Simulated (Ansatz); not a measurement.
Kohn–Sham single points on Cl₂FSV (`[F][V](=[S])([Cl])[Cl]`).

```yaml
crystal:
  periodic: [false, false, false]
  atoms:
    - {symbol: F, position_ang: [-0.221171, -0.214977, 1.758541]}
    - {symbol: V, position_ang: [0.007242, -0.030725, 0.075347]}
    - {symbol: S, position_ang: [1.550324, -1.132251, -0.488835]}
    - {symbol: Cl, position_ang: [-1.709966, -0.692537, -0.985223]}
    - {symbol: Cl, position_ang: [0.423371, 1.996889, -0.401331]}
basis:
  gaussian: {orbitals: def2-TZVPP}
hamiltonian: {xc: {name: r2SCAN0}, dispersion: d4}
output: {orbitals: {seedname: orbitals}}
```

```sh
$ ansatz run in.yaml --threads 4 --pin off --events-out ev --progress --plain
```

Output, abridged:

```
Functional definition: r2SCAN0
1649 factors; their error is unknown
mean field evaluation 1: about -64284.1931 eV, gradient 3.9e1 eV
mean field evaluation 2: about -64256.7095 eV, gradient 1.6e2 eV
mean field evaluation 4: about -64284.4369 eV, gradient 3.6e1 eV
mean field evaluation 8: about -64286.4921 eV, gradient 1.6e-1 eV
mean field evaluation 16: about -64286.6452 eV, gradient 7.1e-4 eV
mean field -64286.64517165 eV, -2362.4906350049 hartree, gradient 1.0e-5 eV, S^2 0.000000; 0 other end points of the search recorded, 0 dependent functions left out
reference -64286.64518177 eV, -2362.4906353767 hartree; 41, 41 occupied and 180, 180 virtual orbitals, 1649 factors
Total energy: -64286.69973844 eV, -2362.4926402975 hartree
```

Hardware: 4 threads of a server CPU on a shared host. Wall time 9.6 s, peak host memory 0.86 GiB.

With the line `hamiltonian: {xc: {name: CAM-B3LYP}, dispersion: d4}` (abridged; 8.1 s):

```
Functional definition: CAM-B3LYP
mean field evaluation 16: about -64293.8293 eV, gradient 1.3e-3 eV
mean field -64293.82926922 eV, -2362.7546457213 hartree, gradient 8.9e-5 eV, S^2 0.000000
Total energy: -64294.00849017 eV, -2362.7612319696 hartree
```

With the line `hamiltonian: {xc: {name: r2SCANh}, dispersion: d4}` (abridged; 8 s):

```
Functional definition: r2SCANh
mean field evaluation 16: about -64288.4175 eV, gradient 4.5e-4 eV
mean field -64288.41745245 eV, -2362.5557651229 hartree, gradient 4.6e-5 eV, S^2 0.000000
Total energy: -64288.46585558 eV, -2362.5575439051 hartree
```

The same input with `hamiltonian: {xc: hse06, dispersion: d4}` (abridged; 7.6 s):

```
Functional definition: HSE06
mean field evaluation 16: about -64271.4503 eV, gradient 3.3e-4 eV
mean field -64271.45030677 eV, -2361.9322340201 hartree, gradient 3.5e-5 eV, S^2 0.000000
Total energy: -64271.61270393 eV, -2361.9382020057 hartree
```

Changing it to `hamiltonian: {xc: {name: B2PLYP}}` (abridged; 20 s):

```
Functional definition: B2PLYP
mean field evaluation 16: about -64263.3770 eV, gradient 1.0e-2 eV
mean field evaluation 32: about -64263.3770 eV, gradient 6.7e-6 eV
mean field -64263.37700667 eV, -2361.6355457137 hartree, gradient 6.7e-6 eV, S^2 0.000000; 2 other end points of the search recorded, 0 dependent functions left out; unrestricted orbitals would lower it
21 core orbitals not correlated: weight in the atoms' cores, before any rotation towards them, 1.000 or more for the frozen orbitals, at most 0.000 for the correlated occupied ones
second order -53.34262691 eV of doubles, -0.00000000 eV of singles
Total energy: -64277.77968313 eV, -2362.1648343111 hartree
```

The same input with `hamiltonian: {xc: lda}` (abridged; 2.6 s):

```
Functional definition: SPW92
mean field evaluation 16: about -64101.3280 eV, gradient 7.5e-4 eV
mean field -64101.32803092 eV, -2355.6803556955 hartree, gradient 3.8e-5 eV, S^2 0.000000
Total energy: -64101.32807074 eV, -2355.6803571589 hartree
```

HSE06 is the plane-wave form, built on full-range PBE exchange.
